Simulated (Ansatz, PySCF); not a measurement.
Spin states of HNbO (SMILES [OH][Nb]), each relaxed with B3LYP-D3(BJ)/def2-TZVP.
State 1 (charge 0, multiplicity 5):
```xyz
3

Nb    -0.9691    -0.7059    -0.8904
O      0.3378    -0.0863     0.3594
H      0.5982     0.8396     0.4607
```
State 2 (charge 0, multiplicity 3):
```xyz
3

Nb    -0.97438    -0.78754    -0.88084
O      0.22719     0.04772     0.21930
H      0.71402     0.78719     0.59122
```

Singlets are restricted, other states unrestricted; no spin–orbit coupling, no relativity up to Kr; see below for the cores. The largest T1 diagnostic is 0.053.

Codes used: Ansatz (a program for electronic structure); PySCF for the dispersion terms. Values without a source in brackets are computed. In def2 rows elements past Kr take small-core potentials, without spin–orbit coupling.

One of these levels gives 6.78 kcal/mol for the energy of the multiplicity-3 state less that of the multiplicity-5 state. Which?
(A) B3LYP/def2-TZVPP
(B) BLYP-D3(BJ)/def2-TZVPP
(C) B97M-V/def2-TZVPP

B, BLYP-D3(BJ)/def2-TZVPP. The others give 14.40 (B97M-V/def2-TZVPP), 8.19 (B3LYP/def2-TZVPP)

Doubts at one or more of the structures used: a spin-contaminated determinant (BLYP-D3(BJ)/def2-TZVPP, B97M-V/def2-TZVPP, B3LYP/def2-TZVPP).
